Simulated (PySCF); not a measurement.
Ge⁺: excitation energy

Ge⁺ [Ar] 3d10 4s2 4p1 (2P) → Ge⁺ [Ar] 3d10 4s1 4p2 (4P), as a difference of total energies. Calculation: PySCF 2.14, in aug-cc-pwCVDZ-PP with ECP10MDF (6s5p4d1f, 48 functions); scalar relativity through the core potential. Correlated levels: valence: 3s2 3p6 3d10 frozen; valence and next inner shell: nothing frozen outside the core potential. The calculations carry no spin-orbit coupling.

```
                                method  excitation energy (cm⁻¹)
                                   UHF                     39434
                                   LDA                     57720
                                   PBE                     55454
                                  PBE0                     52422
                                r2SCAN                     50976
                             BHandHLYP                     53731
                               r2SCAN0                     49598
                                  TPSS                     52938
                                 HSE06                     52936
                         MP2 (valence)                     45261
                     SCS-MP2 (valence)                     47391
    MP2 (valence and next inner shell)                     49267
SCS-MP2 (valence and next inner shell)                     50726
```

Errors of the correlated levels include the incompleteness of this basis and the frozen core.

Question: Which method comes closest to the reference value, and which is furthest?

Answer: The reference is 51531 cm⁻¹ (measured; NIST levels, between the centres of gravity of the two terms). Closest: r2SCAN (error -555.08 cm⁻¹); furthest: UHF (error -12098 cm⁻¹).
